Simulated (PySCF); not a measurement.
Problem. Give a GFN2-xTB geometry of `[N+](C)#CCC(F)(F)F`. (Charge +1.)

Solution. 
```
atom  x, y, z in Å
C1     2.438    0.649    0.786
N2     1.280    0.094    0.315
C3     0.318   -0.384   -0.090
C4    -0.911   -0.905   -0.555
C5    -2.085    0.048   -0.171
F6    -3.227   -0.444   -0.607
F7    -2.151    0.193    1.149
F8    -1.900    1.251   -0.706
H9     2.282    0.996    1.812
H10    2.721    1.496    0.155
H11    3.237   -0.098    0.774
H12   -0.898   -1.008   -1.649
H13   -1.108   -1.888   -0.107
```

Any rigid rotation of these coordinates is as good. Atoms count from 1 in this order. The C–C distances run from 1.413 Å (C3–C4, drawn single) to 1.560 Å (C4–C5, drawn single), a spread of 0.147 Å. The C–N distances run from 1.149 Å (N2≡C3, drawn triple) to 1.368 Å (C1–N2, drawn single), a spread of 0.219 Å.

Bonds between heavy atoms (Å): C1–N2 1.368, N2≡C3 1.149, C3–C4 1.413, C4–C5 1.560, C5–F6 1.318, C5–F7 1.329, C5–F8 1.329.

The geometry is computed with GFN2-xTB (gas phase).

Stationary, but not proved a minimum.
